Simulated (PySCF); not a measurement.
C₄H₈O₃ (charge +1 and doublet state).
Numbering: `[CH3:1][O:2][CH2:3][CH2:4][C:5](=[O+:6])[OH:7]` (hydrogens: H8, H9, H10 on C1; H11, H12 on C3; H13, H14 on C4; H15 on O7)

Geometry (GFN2-xTB, Å), atoms numbered from 1 in this order:
```
atom  x, y, z in Å
C1    -2.183    0.397    0.567
O2    -1.142   -0.124   -0.184
C3    -0.173   -0.920    0.404
C4     1.110   -0.810   -0.405
C5     1.398    0.684   -0.615
O6     0.511    1.491   -0.527
O7     2.645    0.912   -0.893
H8    -3.130    0.094    0.097
H9    -2.153    0.111    1.621
H10   -2.156    1.494    0.475
H11   -0.502   -1.978    0.372
H12   -0.021   -0.667    1.464
H13    0.986   -1.222   -1.411
H14    1.954   -1.304    0.075
H15    2.851    1.851   -1.062
```

The hyperfine couplings belong to this conformer and change with its torsions.

The calculation used UKS B3LYP, pcH-1 on C H O, non-relativistic, mean-field spin-orbit, GIAO in PySCF. Isolated species at its GFN2-xTB geometry (one conformer only). Couplings are sensitive to structure, and on GFN2-xTB geometries they can be far from those on DFT ones, by a factor of two or more for some ions and for spin on atoms past the first row. No stability test was run, so a lower SCF solution isn't excluded.

Task: What is the g tensor, term by term?

Result: 
```tsv
Δg (ppt)	1	2	3
relativistic mass correction	-0.32	-0.32	-0.32
gauge correction	0.00	0.07	0.07
orbital Zeeman/spin–orbit	0.13	5.31	7.61
total	-0.18	5.07	7.36
```

So g = 2.00213, 2.00739, 2.00968 and g_iso = 2.00640; the tensor is rhombic: the two nearest values differ by 30 % of g3 − g1. Axes: g3 points within 11° of the C5–O6 bond.

Task: At 9.757 GHz, how far is the centre of the isotropic spectrum from where a free electron (g = 2.002319) resonates?

Result: B = hν/(g μB) with μB/h = 13.99624 MHz/mT gives 348.15 mT for the free electron and 347.45 mT at g_iso, 0.71 mT lower.

Task: How much does each term add to the isotropic shift?

Result: The orbital-Zeeman/spin–orbit term 4.35, the mass correction -0.32 and the gauge correction 0.05 ppt, for a total of 4.08 ppt. The orbital-Zeeman/spin–orbit term is the largest in size. The mass correction is the same along every axis, so the anisotropy comes from the other two: their spans along these axes are 0.07 (gauge) and 7.48 ppt (orbital Zeeman/spin–orbit).

Task: In a frozen sample, at which fields do the three g values resonate at 9.5, 34, 94 and 263 GHz (hyperfine left aside), and which band first spreads them over more than twice a line width of 0.3 mT?

Result: 
```
band    GHz  B(g3) mT  B(g2) mT  B(g1) mT  spread mT
   X    9.5    337.74    338.13    339.01       1.27
   Q   34.0   1208.76   1210.14   1213.32       4.56
   W   94.0   3341.87   3345.68   3354.46      12.59
   J  263.0   9350.13   9360.79   9385.36      35.23
```

The spread grows in proportion to the frequency. X band is the first where it exceeds 0.6 mT.

The Mulliken spin populations are largest on O2 (+0.48), O6 (+0.31) and H11 (+0.07).

The HOMO–LUMO gaps are 8.28 eV among the α and 2.65 eV among the β orbitals.

Time: 31 s. Hardware: one thread, x86-64 server (shared host).

The SMILES draws the unpaired electron on O6; the largest computed Mulliken spin population is on O2 (0.48 against 0.31).
